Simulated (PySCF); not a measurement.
C$_{3}$H$_{5}$O$_{3}$, charge +1, singlet, geometry from GFN2-xTB; CASSCF(6,5)/STO-3G in PySCF.

Input for PySCF:
```python
from pyscf import gto, scf, mcscf
import numpy

mol = gto.Mole()
mol.atom = '''
    O     1.957485   -0.266947    0.262411
    C     0.711574   -0.095868    0.094901
    O    -0.117248   -1.014314    0.415084
    C    -1.454509   -0.564324    0.123915
    C    -1.225767    0.849826   -0.449764
    O     0.209534    0.984258   -0.395408
    H     2.544457    0.469558   -0.000328
    H    -2.027077   -0.579096    1.054989
    H    -1.900640   -1.265380   -0.586323
    H    -1.538101    0.963251   -1.490760
    H    -1.664603    1.649892    0.151407
'''
mol.basis = 'sto-3g'
mol.charge = 1
mol.spin = 0
mol.verbose = 4
mol.build()

mf = scf.RHF(mol)
mf.kernel()
mc = mcscf.CASSCF(mf, 5, 6)
mc.fix_spin_(ss=0.0)
mc.conv_tol = 1e-5
mc.kernel()
occ = numpy.linalg.eigvalsh(mc.fcisolver.make_rdm1(mc.ci, mc.ncas, mc.nelecas))[::-1]
ss = mc.fcisolver.spin_square(mc.ci, mc.ncas, mc.nelecas)[0]
print('natural occupations', occ.round(4), ' <S^2>', round(ss, 4))
```

The log (banner, timings and long lists left out):

```
PySCF version 2.14.0

[INPUT] verbose = 4
[INPUT] num. atoms = 11
[INPUT] num. electrons = 46
[INPUT] charge = 1
[INPUT] spin (= nelec alpha-beta = 2S) = 0
[INPUT] symmetry False subgroup None
[INPUT] Mole.unit = angstrom
[INPUT] Symbol           X                Y                Z      unit          X                Y                Z       unit  Magmom
[INPUT]  1 O      1.957485000000  -0.266947000000   0.262411000000 AA    3.699110542944  -0.504456719774   0.495884922073 Bohr   0.0
[INPUT]  2 C      0.711574000000  -0.095868000000   0.094901000000 AA    1.344679977361  -0.181164264110   0.179336898947 Bohr   0.0
[INPUT]  3 O     -0.117248000000  -1.014314000000   0.415084000000 AA   -0.221566608653  -1.916775664312   0.784395078689 Bohr   0.0
[INPUT]  4 C     -1.454509000000  -0.564324000000   0.123915000000 AA   -2.748623655715  -1.066417805519   0.234165412725 Bohr   0.0
[INPUT]  5 C     -1.225767000000   0.849826000000  -0.449764000000 AA   -2.316363922530   1.605938393535  -0.849930780689 Bohr   0.0
[INPUT]  6 O      0.209534000000   0.984258000000  -0.395408000000 AA    0.395961873785   1.859978055912  -0.747212827462 Bohr   0.0
[INPUT]  7 H      2.544457000000   0.469558000000  -0.000328000000 AA    4.808326865732   0.887336019599  -0.000619830169 Bohr   0.0
[INPUT]  8 H     -2.027077000000  -0.579096000000   1.054989000000 AA   -3.830620363405  -1.094332839831   1.993640274429 Bohr   0.0
[INPUT]  9 H     -1.900640000000  -1.265380000000  -0.586323000000 AA   -3.591689061393  -2.391221643502  -1.107989890533 Bohr   0.0
[INPUT] 10 H     -1.538101000000   0.963251000000  -1.490760000000 AA   -2.906589641920   1.820280579213  -2.817128117457 Bohr   0.0
[INPUT] 11 H     -1.664603000000   1.649892000000   0.151407000000 AA   -3.145643776129   3.117844015111   0.286117763342 Bohr   0.0

nuclear repulsion = 258.850758591597
number of shells = 23
number of NR pGTOs = 105
number of NR cGTOs = 35
basis = sto-3g
ecp = {}

******** <class 'pyscf.scf.hf.RHF'> ********
method = RHF
initial guess = minao
damping factor = 0
level_shift factor = 0
DIIS = <class 'pyscf.scf.diis.CDIIS'>
diis_start_cycle = 1
diis_space = 8
diis_damp = 0
SCF conv_tol = 1e-09
SCF conv_tol_grad = None
SCF max_cycles = 50
direct_scf = True
direct_scf_tol = 1e-13
Set gradient conv threshold to 3.16228e-05
Initial guess from minao.
init E= -338.684886398084
  HOMO = -0.30729895826303  LUMO = 0.176605628702368  gap/eV = 13.16771
cycle= 1 E= -336.332621947032  delta_E= 2.35  |g|= 0.714  |ddm|= 4.36
  HOMO = -0.630304045908107  LUMO = -0.0654811823167429  gap/eV = 15.36961
cycle= 2 E= -336.478358683416  delta_E= -0.146  |g|= 0.239  |ddm|=  1.1
  HOMO = -0.635587599477338  LUMO = -0.00913021176000539  gap/eV = 17.04677
cycle= 3 E= -336.493827464368  delta_E= -0.0155  |g|= 0.0314  |ddm|= 0.276
  HOMO = -0.633195893661556  LUMO = -0.00242995338574281  gap/eV = 17.16402
cycle= 4 E= -336.494283131118  delta_E= -0.000456  |g|= 0.00524  |ddm|= 0.0647
  HOMO = -0.634155846428712  LUMO = -0.00288679075968368  gap/eV = 17.17771
cycle= 5 E= -336.494295095931  delta_E= -1.2e-05  |g|= 0.00193  |ddm|= 0.0089
  HOMO = -0.63441280611529  LUMO = -0.00321144911643412  gap/eV = 17.17586
cycle= 6 E= -336.494297096787  delta_E= -2e-06  |g|= 0.000607  |ddm|= 0.00366
  HOMO = -0.63440934512321  LUMO = -0.00319589773883366  gap/eV = 17.17619
cycle= 7 E= -336.494297298866  delta_E= -2.02e-07  |g|= 0.000124  |ddm|= 0.00126
  HOMO = -0.634414981612048  LUMO = -0.0031334503096685  gap/eV = 17.17805
cycle= 8 E= -336.494297310261  delta_E= -1.14e-08  |g|= 2.8e-05  |ddm|= 0.000323
  HOMO = -0.634415655290111  LUMO = -0.00314147486558025  gap/eV = 17.17785
cycle= 9 E= -336.494297310858  delta_E= -5.97e-10  |g|= 6.91e-06  |ddm|= 8.33e-05
  HOMO = -0.634416687208974  LUMO = -0.00314132916799748  gap/eV = 17.17788
Extra cycle  E= -336.494297310893  delta_E= -3.46e-11  |g|= 3.44e-06  |ddm|= 1.5e-05
converged SCF energy = -336.494297310893

******** <class 'pyscf.mcscf.mc1step.CASSCF'> ********
CAS (3e+3e, 5o), ncore = 20, nvir = 10
max_cycle_macro = 50
max_cycle_micro = 4
conv_tol = 1e-05
conv_tol_grad = None
orbital rotation max_stepsize = 0.02
orbital rotation threshold for CI restart = 0.01
augmented hessian ah_max_cycle = 30
augmented hessian ah_conv_tol = 1e-12
augmented hessian ah_linear dependence = 1e-14
augmented hessian ah_level shift = 1e-08
augmented hessian ah_start_tol = 2.5
augmented hessian ah_start_cycle = 3
augmented hessian ah_grad_trust_region = 3
kf_trust_region = 3
kf_interval = 4
ci_response_space = 4
ci_grad_trust_region = 3
with_dep4 0
natorb = False
canonicalization = True
sorting_mo_energy = False
ao2mo_level = 2
internal_rotation = False
******** <class 'pyscf.fci.addons.SpinPenaltyFCISolver'> ********
max. cycles = 50
conv_tol = 1e-08
davidson only = True
linear dependence = 1e-12
level shift = 0.001
max iter space = 12
nroots = 1
pspace_size = 400
spin = None
CASCI E = -336.503791828189  S^2 = 0.0000000
Set conv_tol_grad to 0.00316228
macro iter   1 ( 21 JK    4 micro), CASSCF E = -336.510749872846  dE = -6.95804466e-03  S^2 = 0.0000000
               |grad[o]|=0.023  |grad[c]|=0.0559  |ddm|=0.104  |maxRot[o]|=0.232
macro iter   2 ( 21 JK    4 micro), CASSCF E = -336.524272163964  dE = -1.35222911e-02  S^2 = 0.0000000
               |grad[o]|=0.0227  |grad[c]|=0.0838  |ddm|=0.0324  |maxRot[o]|=0.269
macro iter   3 ( 21 JK    4 micro), CASSCF E = -336.532191859401  dE = -7.91969544e-03  S^2 = 0.0000000
               |grad[o]|=0.0242  |grad[c]|=0.0681  |ddm|=0.0167  |maxRot[o]|=0.176
macro iter   4 ( 21 JK    4 micro), CASSCF E = -336.533714086478  dE = -1.52222708e-03  S^2 = 0.0000000
               |grad[o]|=0.0137  |grad[c]|=0.0136  |ddm|=0.00349  |maxRot[o]|=0.086
macro iter   5 ( 21 JK    4 micro), CASSCF E = -336.534258004587  dE = -5.43918109e-04  S^2 = 0.0000000
               |grad[o]|=0.00582  |grad[c]|=0.00828  |ddm|=0.00171  |maxRot[o]|=0.0548
macro iter   6 ( 21 JK    4 micro), CASSCF E = -336.534466252086  dE = -2.08247499e-04  S^2 = 0.0000000
               |grad[o]|=0.0044  |grad[c]|=0.00812  |ddm|=0.00221  |maxRot[o]|=0.0267
macro iter   7 (  7 JK    2 micro), CASSCF E = -336.534872683041  dE = -4.06430954e-04  S^2 = 0.0000000
               |grad[o]|=0.0032  |grad[c]|=0.00593  |ddm|=0.00277  |maxRot[o]|=0.0694
macro iter   8 (  3 JK    1 micro), CASSCF E = -336.534895436430  dE = -2.27533893e-05  S^2 = 0.0000000
               |grad[o]|=0.00117  |grad[c]|=0.000742  |ddm|=0.000823  |maxRot[o]|=0.0199
macro iter   9 (  1 JK    1 micro), CASSCF E = -336.534895437455  dE = -1.02483000e-09  S^2 = 0.0000000
               |grad[o]|=0.000257  |grad[c]|=4.13e-05  |ddm|=4.12e-05  |maxRot[o]|=    0
1-step CASSCF converged in   9 macro (137 JK  28 micro) steps
CASSCF canonicalization
Density matrix diagonal elements [1.97553779 1.98133635 1.98097687 0.03732402 0.02482497]
CASSCF energy = -336.534895437455
CASCI E = -336.534895437455  E(CI) = -10.9315001131827  S^2 = 0.0000000
natural occupations [1.986  1.9787 1.9758 0.035  0.0246]  <S^2> 0.0
```
